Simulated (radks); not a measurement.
Values are calculated unless marked as measured or tabulated.
Problem. Species: Ag I. Configuration: [Kr] 4d9.75 5s1.25 (fractional occupations, a model configuration). Level of theory: scalar-relativistic Kohn-Sham, LDA (Slater exchange, VWN5 correlation), spin-polarised, spherical densities, point nucleus; open shells are filled with parallel spins first (spin-orbit coupling, left out, can overturn this in heavy ions) (a radial shooting solver on a logarithmic mesh with Libxc functionals). Some entries of the table are withheld. Estimate them.

| orbital | occ. | eigenvalue (eV) | <r> (bohr) |
|---|---|---|---|
| 1s up | 1 | -25299.97 | 0.03114 |
| 1s down | 1 | -25299.95 | 0.03114 |
| 2s up | 1 | -3726.886 | 0.1351 |
| 2s down | 1 | -3726.841 | 0.1351 |
| 2p up | 3 | -3345.223 | 0.1177 |
| 2p down | 3 | -3345.185 | 0.1177 |
| 3s up | 1 | -683.6072 | 0.3692 |
| 3s down | 1 | -683.5664 | 0.3692 |
| 3p up | 3 | -558.2505 | 0.3681 |
| 3p down | 3 | -558.2073 | 0.3681 |
| 3d up | 5 | -359.9408 | 0.3460 |
| 3d down | 5 | -359.8897 | 0.3460 |
| 4s up | 1 | -96.1221 | 0.9107 |
| 4s down | 1 | -95.9451 | 0.9105 |
| 4p up | 3 | -59.6858 | 0.9994 |
| 4p down | 3 | -59.4931 | 0.9987 |
| 4d up | 5 | -8.5588 | (1) |
| 4d down | 4.75 | -8.2657 | (2) |
| 5s up | 1 | -5.2278 | (3) |
| 5s down | 0.25 | -4.6917 | (4) |
| 5p up | 0 | (5) | 4.652 |
| 5p down | 0 | (6) | 5.069 |

Solution. 
(1) 4d up <r> (bohr): 1.408
(2) 4d down <r> (bohr): 1.399
(3) 5s up <r> (bohr): 3.046
(4) 5s down <r> (bohr): 3.082
(5) 5p up eigenvalue (eV): -1.1335
(6) 5p down eigenvalue (eV): -0.7678
